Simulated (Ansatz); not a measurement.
Z-matrix (Å, degrees):
```
C
B 1 1.551
F 1 1.389 2 115.4
H 1 1.102 2 108.3 3 121.2
H 1 1.100 2 111.6 3 -123.7
Ge 2 2.046 1 120.2 3 172.5
H 2 1.195 1 120.2 3 -4.5
Al 6 2.484 2 107.6 1 -97.2
H 6 1.545 2 112.0 1 21.5
H 6 1.540 2 111.4 1 142.5
H 8 1.587 6 121.1 2 -103.0
H 8 1.588 6 119.0 2 75.8
```

The species carries charge 0 and has multiplicity 1.

Question: List the PBE0/def2-TZVPP orbital energies in eV (the Gaussian-basis code of Ansatz). (An estimate is asked.)

Answer: The calculation gave: Occupied: -10859.50, -1528.31, -1357.83, -1207.64, -1207.63, -1207.62, -673.45, -279.92, -185.22, -170.51, -120.31, -120.30, -120.27, -114.16, -74.29, -74.08, -74.05, -33.17, -33.15, -33.12, -33.09, -33.07, -33.06, -19.90, -15.73, -14.03, -13.84, -13.63, -11.71, -11.53, -9.97, -9.78, -9.13, -8.73, -8.55, -7.45. Lowest empty: -2.51, -1.50, 0.27, 0.40, 0.99, 1.33, 1.73, 1.98.
